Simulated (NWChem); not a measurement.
Everything below was run with NWChem. System: H2Sb, charge 0, spin multiplicity 2, at a geometry optimised with UPBE/def2-SVP with def2 effective core potentials on Sb. The structure started from a generated list of species. Its SCF solution wasn't tested for a lower state. Level: ROCCSD(T)/def2-TZVP with def2 effective core potentials on Sb, 4 core orbitals frozen.

Input file:

```
start mol
memory heap 100 mb stack 700 mb global 1900 mb
geometry units angstroms nocenter noautoz
  Sb     0.000000     0.000000    -0.046606
  H     -1.223691     0.000000     1.188460
  H      1.223691     0.000000     1.188460
  symmetry group C2v
end
basis spherical
  * library def2-tzvp
end
ecp
  Sb library def2-ecp
end
scf
  rohf
  nopen 1
  maxiter 100
  thresh 1e-7
  semidirect memsize 60000000 filesize 0
  # guess.movecs holds the orbitals of an unrestricted PBE0 run
  vectors input guess.movecs output mol.movecs
end
tce
  freeze core 4
  ccsd(t)
  2eorb
  2emet 13
  thresh 1e-6
  maxiter 100
  tilesize 24
end
task tce energy
```

Part of the output:

```
             Northwest Computational Chemistry Package (NWChem) 7.3.0
             --------------------------------------------------------

                                NWChem Input Module
                                -------------------

 Scaling coordinates for geometry "geometry" by  1.889725989
 (inverse scale =  0.529177249)

 Turning off AUTOSYM since
 SYMMETRY directive was detected!

                             Geometry "geometry" -> ""
                             -------------------------

 Output coordinates in angstroms (scale by  1.889725989 to convert to a.u.)

  No.       Tag          Charge          X              Y              Z
 ---- ---------------- ---------- -------------- -------------- --------------
    1 Sb                  51.0000     0.00000000     0.00000000    -0.04660600
    2 H                    1.0000    -1.22369100     0.00000000     1.18846000
    3 H                    1.0000     1.22369100     0.00000000     1.18846000

 Effective nuclear repulsion energy (a.u.)      31.2615372050

            Nuclear Dipole moment (a.u.)
            ----------------------------
        X                 Y               Z
 ---------------- ---------------- ----------------
     0.0000000000     0.0000000000     0.0000264562

      Symmetry information
      --------------------

 Group name             C2v
 Group number             16
 Group order               4
 No. of unique centers     2

      Symmetry unique atoms

     1    2


 Summary of "ao basis" -> "" (spherical)
 ------------------------------------------------------------------------------
       Tag                 Description            Shells   Functions and Types
 ---------------- ------------------------------  ------  ---------------------
 *                         def2-tzvp                  on all atoms

 Summary of "ao basis" -> "ao basis" (spherical)
 ------------------------------------------------------------------------------
       Tag                 Description            Shells   Functions and Types
 ---------------- ------------------------------  ------  ---------------------
 Sb                        def2-tzvp                16       50   6s5p3d2f
 H                         def2-tzvp                 4        6   3s1p

                                 NWChem SCF Module
                                 -----------------

  ao basis        = "ao basis"
  functions       =    62
  atoms           =     3
  closed shells   =    12
  open shells     =     1
  charge          =   0.00
  wavefunction    = ROHF
  use symmetry    = T
  symmetry adapt  = T

 Summary of "ao basis" -> "ao basis" (spherical)
 ------------------------------------------------------------------------------
       Tag                 Description            Shells   Functions and Types
 ---------------- ------------------------------  ------  ---------------------
 Sb                        def2-tzvp                16       50   6s5p3d2f
 H                         def2-tzvp                 4        6   3s1p

      Symmetry analysis of basis
      --------------------------

        a1         26
        a2          6
        b1         17
        b2         13

 Forming initial guess at       0.1s

      Symmetry analysis of molecular orbitals - initial
      -------------------------------------------------

  Numbering of irreducible representations:

     1 a1          2 a2          3 b1          4 b2

  Orbital symmetries:

     1 a1          2 b2          3 b1          4 a1          5 a1
     6 a2          7 b2          8 b1          9 a1         10 a1
    11 b1         12 a1         13 b2         14 b1         15 a1
    16 b1         17 a1         18 b2         19 a1         20 a2
    21 b2         22 a1         23 b1

 Starting SCF solution at       0.1s

 ----------------------------------------------
         Quadratically convergent ROHF

 Convergence threshold     :          1.000E-07
 Maximum no. of iterations :          100
 Final Fock-matrix accuracy:          1.000E-09
 ----------------------------------------------

              iter       energy          gnorm     gmax       time
             ----- ------------------- --------- --------- --------
                 1     -240.3855573293  4.24D-01  1.44D-01      0.7
                 2     -240.3977189569  9.15D-02  3.52D-02      0.7
                 3     -240.3985431158  4.56D-03  2.14D-03      0.8
                 4     -240.3985473620  1.64D-05  6.61D-06      0.9
                 5     -240.3985473621  2.56D-09  8.58D-10      1.0

       Final ROHF results
       ------------------

         Total SCF energy =   -240.398547362058
      One-electron energy =   -449.024987795480
      Two-electron energy =    194.409390138141
 Nuclear repulsion energy =     14.217050295281

        Time for solution =      0.9s

       Symmetry analysis of molecular orbitals - final
       -----------------------------------------------

  Numbering of irreducible representations:

     1 a1          2 a2          3 b1          4 b2

  Orbital symmetries:

     1 a1          2 b2          3 b1          4 a1          5 a1
     6 a2          7 b1          8 b2          9 a1         10 a1
    11 b1         12 a1         13 b2         14 b1         15 a1
    16 a1         17 b1         18 b2         19 a1         20 a1
    21 a2         22 b2         23 b1

             Final eigenvalues
             -----------------

              1
    1   -6.5230
    2   -4.5926
    3   -4.5920
    4   -4.5883
    5   -1.6224
    6   -1.6213
    7   -1.6209
    8   -1.6173
    9   -1.6157
   10   -0.7135
   11   -0.4541
   12   -0.3831
   13   -0.1484
   14    0.0903
   15    0.1249
   16    0.2044
   17    0.2061
   18    0.2095
   19    0.2974
   20    0.3066
   21    0.3139
   22    0.3158
   23    0.4067

                       ROHF Final Molecular Orbital Analysis
                       -------------------------------------

 Vector   11  Occ=2.000000D+00  E=-4.540567D-01  Symmetry=b1
              MO Center= -1.7D-16,  2.3D-16,  7.8D-01, r^2= 2.4D+00
   Bfn.  Coefficient  Atom+Function         Bfn.  Coefficient  Atom+Function
  ----- ------------  ---------------      ----- ------------  ---------------
    16     -0.288913  1 Sb px                10      0.267528  1 Sb px
    52      0.231689  2 H  s                 58     -0.231689  3 H  s
    13     -0.226858  1 Sb px

 Vector   12  Occ=2.000000D+00  E=-3.831039D-01  Symmetry=a1
              MO Center=  5.6D-15,  3.3D-17, -6.6D-02, r^2= 2.7D+00
   Bfn.  Coefficient  Atom+Function         Bfn.  Coefficient  Atom+Function
  ----- ------------  ---------------      ----- ------------  ---------------
    18     -0.355125  1 Sb pz                 6      0.353155  1 Sb s
     5      0.338079  1 Sb s                 12      0.303886  1 Sb pz
    15     -0.263112  1 Sb pz                 3     -0.219912  1 Sb s
     2      0.204808  1 Sb s                  4     -0.165849  1 Sb s
    52     -0.166358  2 H  s                 58     -0.166358  3 H  s

 Vector   13  Occ=1.000000D+00  E=-1.484071D-01  Symmetry=b2
              MO Center=  2.8D-15,  1.5D-15, -3.0D-02, r^2= 2.7D+00
   Bfn.  Coefficient  Atom+Function         Bfn.  Coefficient  Atom+Function
  ----- ------------  ---------------      ----- ------------  ---------------
    17      0.561604  1 Sb py                11     -0.389287  1 Sb py
    14      0.335347  1 Sb py                20      0.271434  1 Sb py

 Vector   14  Occ=0.000000D+00  E= 9.025311D-02  Symmetry=b1
              MO Center= -1.0D-13,  7.4D-17, -3.2D-01, r^2= 5.7D+00
   Bfn.  Coefficient  Atom+Function         Bfn.  Coefficient  Atom+Function
  ----- ------------  ---------------      ----- ------------  ---------------
    19      1.242909  1 Sb px                53      0.897216  2 H  s
    59     -0.897216  3 H  s                 13      0.180430  1 Sb px
    10     -0.177009  1 Sb px                16      0.151402  1 Sb px

 Vector   15  Occ=0.000000D+00  E= 1.249241D-01  Symmetry=a1
              MO Center= -4.2D-14, -3.1D-16, -4.5D-01, r^2= 6.7D+00
   Bfn.  Coefficient  Atom+Function         Bfn.  Coefficient  Atom+Function
  ----- ------------  ---------------      ----- ------------  ---------------
    21      1.462167  1 Sb pz                 6      1.418903  1 Sb s
    53     -1.308042  2 H  s                 59     -1.308042  3 H  s
     3     -0.220151  1 Sb s                  2      0.197239  1 Sb s
     5      0.196493  1 Sb s

 Vector   16  Occ=0.000000D+00  E= 2.044400D-01  Symmetry=a1
              MO Center= -7.7D-15, -2.3D-16,  6.2D-01, r^2= 7.7D+00
   Bfn.  Coefficient  Atom+Function         Bfn.  Coefficient  Atom+Function
  ----- ------------  ---------------      ----- ------------  ---------------
    18      1.465390  1 Sb pz                21     -1.319749  1 Sb pz
    53     -0.348993  2 H  s                 59     -0.348993  3 H  s
    12     -0.214246  1 Sb pz                 5      0.202276  1 Sb s
     6      0.194754  1 Sb s

 center of mass
 --------------
 x =   0.00000000 y =   0.00000000 z =  -0.04980036

 moments of inertia (a.u.)
 ------------------
          10.799719344071           0.000000000000           0.000000000000
           0.000000000000          21.578169711555           0.000000000000
           0.000000000000           0.000000000000          10.778450367484

  Mulliken analysis of the total density
  --------------------------------------

    Atom       Charge   Shell Charges
 -----------   ------   -------------------------------------------------------
    1 Sb  23    22.92   0.16 -0.66  1.56  0.94  1.04  0.81 -0.46  6.43  0.86  1.62  0.51  9.04  0.96  0.11  0.02  0.00
    2 H    1     1.04   0.21  0.56  0.26  0.01
    3 H    1     1.04   0.21  0.56  0.26  0.01

 Mulliken analysis of the open-shell density
 -------------------------------------------

    Atom       Charge   Shell Charges
 -----------   ------   -------------------------------------------------------
    1 Sb  23     1.00   0.00 -0.00  0.00  0.00 -0.00  0.00 -0.01  0.01  0.24  0.53  0.22  0.00  0.00  0.00  0.00  0.00
    2 H    1     0.00   0.00 -0.00  0.00  0.00
    3 H    1     0.00   0.00 -0.00  0.00  0.00

       Multipole analysis of the density wrt the origin
       ------------------------------------------------

     L   x y z        total         open         nuclear
     -   - - -        -----         ----         -------
     0   0 0 0     -0.000000     -1.000000     25.000000

     1   1 0 0     -0.000000     -0.000000      0.000000
     1   0 1 0      0.000000     -0.000000      0.000000
     1   0 0 1     -0.141503      0.057418      2.466058

     2   2 0 0    -20.563400     -1.943546     10.694764
     2   1 1 0      0.000000      0.000000      0.000000
     2   1 0 1      0.000000     -0.000000      0.000000
     2   0 2 0    -20.902768     -5.862389      0.000000
     2   0 1 1     -0.000000     -0.000000      0.000000
     2   0 0 2    -21.906072     -1.934597     10.266214

                   NWChem Extensible Many-Electron Theory Module
                   ---------------------------------------------


            General Information
            -------------------
      Number of processors :     1
         Wavefunction type : Restricted open-shell Hartree-Fock
          No. of electrons :    25
           Alpha electrons :    13
            Beta electrons :    12
           No. of orbitals :   124
            Alpha orbitals :    62
             Beta orbitals :    62
        Alpha frozen cores :     4
         Beta frozen cores :     4
     Alpha frozen virtuals :     0
      Beta frozen virtuals :     0
         Spin multiplicity : doublet
    Number of AO functions :    62
       Number of AO shells :    24
        Use of symmetry is : on
      Symmetry adaption is : on
         Schwarz screening : 0.10D-09

          Correlation Information
          -----------------------
          Calculation type : Coupled-cluster singles & doubles w/ perturbation
   Perturbative correction : (T)
            Max iterations :      100
        Residual threshold : 0.10D-05
     T(0) DIIS level shift : 0.00D+00
     L(0) DIIS level shift : 0.00D+00
     T(1) DIIS level shift : 0.00D+00
     L(1) DIIS level shift : 0.00D+00
     T(R) DIIS level shift : 0.00D+00
     T(I) DIIS level shift : 0.00D+00
   CC-T/L Amplitude update :  5-th order DIIS
                I/O scheme : Global Array Library
        L-threshold :  0.10D-05
        EOM-threshold :  0.10D-05
 no EOMCCSD initial starts read in
 TCE RESTART OPTIONS
 SLICE:      F
 D4D5:       F
 quantumc:   F
 qrotation:  F
 pwtce:      F
 qducc:      F
 nacto:                         0
 nrotv:                         0
 nrot:                          0

            Memory Information
            ------------------
          Available GA space size is     249029112 doubles
          Available MA space size is     104840972 doubles

 Maximum block size supplied by input
 Maximum block size        24 doubles

 tile_dim =     20

 -------------------------------------------------

 Global array virtual files algorithm will be used

 Parallel file system coherency ......... OK

 4-electron integrals stored in orbital form

 v2    file size   =           810299
 4-index algorithm nr.  13 is used
 imaxsize =       30
 imaxsize ichop =        0


CCSD iterations
 ---------------------------------------------------------
 Iter          Residuum       Correlation     Cpu    Wall
 ---------------------------------------------------------
    1   0.1406205244022  -0.3387446041302     0.5     0.5
    2   0.0312049442616  -0.3340775547627     0.5     0.5
    3   0.0115397219780  -0.3404256162549     0.5     0.5
    4   0.0051146616995  -0.3411245200834     0.5     0.5
    5   0.0024702239885  -0.3416615151266     0.5     0.5
    6   0.0006385325758  -0.3419678396727     0.4     0.4
    7   0.0003161943718  -0.3419977512492     0.5     0.5
    8   0.0001601941630  -0.3420043384050     0.5     0.5
    9   0.0000979426499  -0.3420056895030     0.5     0.5
   10   0.0000582977453  -0.3420079780290     0.4     0.4
   11   0.0000088771004  -0.3420115183122     0.5     0.5
   12   0.0000043811835  -0.3420113458626     0.5     0.5
   13   0.0000024818813  -0.3420114280586     0.5     0.5
   14   0.0000015759056  -0.3420114075224     0.5     0.5
   15   0.0000009903859  -0.3420113967702     0.5     0.5
 -----------------------------------------------------------------
 Iterations converged
 CCSD correlation energy / hartree =        -0.342011396770193
 CCSD total energy / hartree       =      -240.740558758828598

 Singles contributions

 Doubles contributions
 CCSD(T)
 Using plain CCSD(T) code
             total no. of tasks         1850
 total no. of tasks / no. procs         1850
                         wl_min            1           1.0
                         wl_max       512000           8.9
        thresh for no. of tasks         1850

 CCSD[T]  correction energy / hartree =        -0.009052772802586
 CCSD[T] correlation energy / hartree =        -0.351064169572779
 CCSD[T] total energy / hartree       =      -240.749611531631189
 CCSD(T)  correction energy / hartree =        -0.008503059869068
 CCSD(T) correlation energy / hartree =        -0.350514456639261
 CCSD(T) total energy / hartree       =      -240.749061818697669

 Task  times  cpu:       15.7s     wall:       15.7s

 Total times  cpu:       15.8s     wall:       15.8s
```
